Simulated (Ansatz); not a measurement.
CH3ISTe, SMILES CS[Te]I.

Geometry optimised at B3LYP-D3(BJ)/def2-SVP. This is a generated structure with no PubChem entry under its InChIKey; it may be hypothetical. The def2 effective core potentials stand for the cores of I, Te; spin–orbit coupling is left out. One conformer was computed; it need not be the lowest.

Two levels are set side by side: PBE/def2-SVPD (Ansatz, a program for electronic structure) and PBE0/def2-SVPD (Ansatz). Energy differences of separate SCF runs at the same geometry; the states with an electron removed or added have multiplicity 2 and 2. Differences are taken from unrounded values.

```json
[
 {"quantity": "vertical ionisation energy (eV)", "PBE": "8.00"},
 {"quantity": "vertical electron affinity (eV)", "PBE": "1.34"},
 {"quantity": "vertical singlet–triplet gap (eV)", "PBE": "1.56"}
]
```

Q: These are the PBE values. What does PBE0 give? (The exact figures need the calculation; the answer reports its results.)

A: 
```csv
quantity,PBE0,PBE minus PBE0
vertical ionisation energy (eV),8.27,-0.27
vertical electron affinity (eV),1.44,-0.10
vertical singlet–triplet gap (eV),1.61,-0.05
```
